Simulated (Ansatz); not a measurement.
Consider the ligand exchange at the Si–C bond: `[SiH3]C1(Cl)C=C1` + `CB(C)N` → `CB(C)N[SiH3]` + `ClC1C=C1`.

Isolated molecules relaxed with PBE0-D4/def2-TZVP in Ansatz; ΔE leaves out vibrations. CCSD(T)/CBS adds triple-zeta CCSD(T) − MP2 to the extrapolated MP2 energy (def2 sets, frozen cores). Functionals use def2-TZVPP. B3LYP here is the variant with VWN-RPA as its local correlation; programs differ in this. One conformer a species, not always the lowest.

`[SiH3]C1(Cl)C=C1`:

Cartesian coordinates in Å:
```
Si -1.236 0.571 -0.613
C 0.155 -0.471 0.086
Cl -0.318 -2.235 -0.101
C 1.033 -0.137 1.222
C 1.596 -0.165 0.060
H -0.859 2.003 -0.461
H -1.431 0.256 -2.050
H -2.492 0.305 0.132
H 1.083 -0.030 2.292
H 2.469 -0.097 -0.567
```

`CB(C)N`:

```xyz
12

C    -0.147    1.159    0.930
B    -0.166   -0.067   -0.064
C     1.177   -0.747   -0.535
N    -1.389   -0.556   -0.533
H    -1.138    1.545    1.185
H     0.356    0.889    1.865
H     0.435    1.986    0.510
H     1.749   -1.109    0.327
H     1.038   -1.588   -1.219
H     1.824   -0.016   -1.032
H    -2.276   -0.163   -0.268
H    -1.464   -1.333   -1.167
```

`CB(C)N[SiH3]`:

Z-matrix (Å, degrees):
```
C
B 1 1.576
H 1 1.096 2 109.8
H 1 1.095 2 111.2 3 -116.4
H 1 1.094 2 114.4 3 120.9
C 2 1.578 1 120.0 3 66.7
N 2 1.415 1 120.0 3 -113.7
H 6 1.094 2 115.5 1 -168.2
H 6 1.094 2 111.2 1 -45.1
H 6 1.097 2 109.2 1 71.2
Si 7 1.739 2 127.6 1 179.6
H 7 1.010 2 116.6 1 -1.0
H 11 1.486 7 107.1 2 179.2
H 11 1.486 7 111.8 2 -61.4
H 11 1.486 7 111.8 2 59.9
```

`ClC1C=C1`:

Cartesian coordinates in Å:
```
Cl 1.636 -0.384 -1.369
C 0.033 -0.380 -0.552
C -0.043 -0.204 0.900
C -0.407 0.809 0.180
H -0.631 -1.023 -1.120
H 0.151 -0.649 1.861
H -0.740 1.830 0.100
```

```
             level  ΔE (kJ/mol)  difference from CCSD(T)/CBS
            PBE-D4        -33.7                          8.5
         r2SCAN-D4        -40.1                          2.1
           PBE0-D4        -39.3                          2.9
          B3LYP-D4        -41.1                          1.1
           ωB97X-V        -43.8                         -1.6
           ωB97M-V        -42.6                         -0.4
            B2PLYP        -42.6                         -0.4
               PBE        -33.9                          8.3
            r2SCAN        -40.0                          2.2
              PBE0        -39.5                          2.7
             B3LYP        -41.8                          0.4
     HF/def2-TZVPP        -55.6                        -13.4
    MP2/def2-TZVPP        -42.2                          0.0
SCS-MP2/def2-TZVPP        -44.8                         -2.6
   CCSD/def2-TZVPP        -46.3                         -4.1
CCSD(T)/def2-TZVPP        -43.5                         -1.3
     HF/def2-QZVPP        -56.3                        -14.1
    MP2/def2-QZVPP        -41.7                          0.5
SCS-MP2/def2-QZVPP        -44.4                         -2.2
      HF/CBS(def2)        -56.4                        -14.2
     MP2/CBS(def2)        -40.9                          1.3
    CCSD/CBS(def2)        -45.0                         -2.8
       CCSD(T)/CBS        -42.2                            0
```

Largest T1 diagnostic among the species: 0.011.

In def2-TZVPP, CCSD(T) changes the Hartree–Fock value by +12.1 kJ/mol (the triples alone add +2.9 kJ/mol) and MP2 by +13.4 kJ/mol. From PBE to PBE0 (25 % exact exchange), in def2-TZVPP and without D4, ΔE moves by −5.6 kJ/mol.
